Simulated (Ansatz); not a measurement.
# Worked example: C4H9FO + Ge(CH3)F2 → C4H9O + Ge(CH3)F3

Species: C4H9FO `CCOCCF`, singlet; Ge(CH3)F2, doublet; C4H9O `[CH2]COCC`, doublet; Ge(CH3)F3, singlet. A radical takes F: the energy is the difference in strength between the C–F bond broken and the Ge–F bond made.

Shapes, held fixed at every level: PBE0-D4/def2-TZVP. Flexible molecules stand in one conformer, not always the lowest. Programs: Ansatz 0.2.0. Electronic energies: no zero-point or thermal term.

At CCSD(T)/def2-TZVPP; 1 Eh = 2625.50 kJ/mol:

```
  species   energy (Eh)
   C4H9FO   -332.402611
Ge(CH3)F2  -2314.975859
    C4H9O   -232.593958
Ge(CH3)F3  -2414.814161
```

Work out ΔE of the reaction at this level.


1. Products less reactants: (-232.593958) + (-2414.814161) − [(-332.402611) + (-2314.975859)] = -0.029649 Eh = -77.8 kJ/mol.

Other levels give -80.3 (CCSD/def2-TZVPP) to -47.5 kJ/mol (PBE-D4/def2-TZVPP). No measured value is set beside it here. Open shells run unrestricted. Relativity is left out for Ge. Outer-core shells of Ge are correlated, in sets that cover them unevenly. The median of the other levels is -65.1 kJ/mol.
